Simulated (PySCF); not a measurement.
**BHandHLYP on W (tungsten, neutral)**

Configuration: [Xe] 4f14 5d6, high-spin 5D determinant (an excited configuration). Computed with PySCF 2.14 in x2c-TZVPPall with one added diffuse shell each of s, p, d, f type (12s8p8d4f1g, 113 functions), with scalar relativity by spin-free X2C-1e.

```json
{
 "Total energy": "-16143.14 hartree",
 "One-electron energy": "-22157.85 hartree",
 "Hartree (Coulomb) energy": "6343.37 hartree",
 "Exchange-correlation energy": "-328.67 hartree",
 "⟨S²⟩": "6.0195",
 "⟨L²⟩": "6.239",
 "Sum of ⟨r⟩": "44.76 bohr",
 "Sum of ⟨r²⟩": "65.17 bohr²",
 "Traceless quadrupole moment −½Σ⟨3z² − r²⟩ along its main axis": "4.08 e·bohr²",
 "Langevin diamagnetic susceptibility": "-51.6 ×10⁻⁶ cm³/mol",
 "Time after the integrals": "roughly 11 core-seconds"
}
```

```csv
shell,electrons,mean orbital energy (hartree),spread (hartree),"rms radius, mean of both spins (bohr)"
1s β,1,-2556.91674,0,0.0208
1s α,1,-2556.91625,0,0.0208
2s α,1,-443.82769,0,0.0838
2s β,1,-443.82001,0,0.0838
2p α,3,-389.37423,0.00204,0.0763
2p β,3,-389.36691,0.00038,0.0763
3s α,1,-103.29589,0,0.215
3s β,1,-103.29420,0,0.215
3p α,3,-86.95052,0.00372,0.216
3p β,3,-86.94844,0.00259,0.216
3d α,5,-67.49397,0.00408,0.197
3d β,5,-67.48801,0.00283,0.197
4s α,1,-21.80359,0,0.478
4s β,1,-21.79559,0,0.478
4p α,3,-16.36510,0.00944,0.509
4p β,3,-16.35704,0.00620,0.509
4d α,5,-9.26470,0.01162,0.551
4d β,5,-9.25279,0.00724,0.551
5s α,1,-3.07767,0,1.15
5s β,1,-2.99651,0,1.15
5p α,3,-1.70952,0.03251,1.35
5p β,3,-1.58735,0.00289,1.35
4f α,7,-1.40828,0.01261,0.677
4f β,7,-1.39515,0.00793,0.677
5d α,5,-0.18347,0.03310,2.56
5d β,1,-0.10398,0,2.56
```

Spin-orbit coupling, absent here, splits the open shell strongly.

Densities and radii are taken from the X2C orbitals without a picture-change correction, which distorts them close to the nucleus.
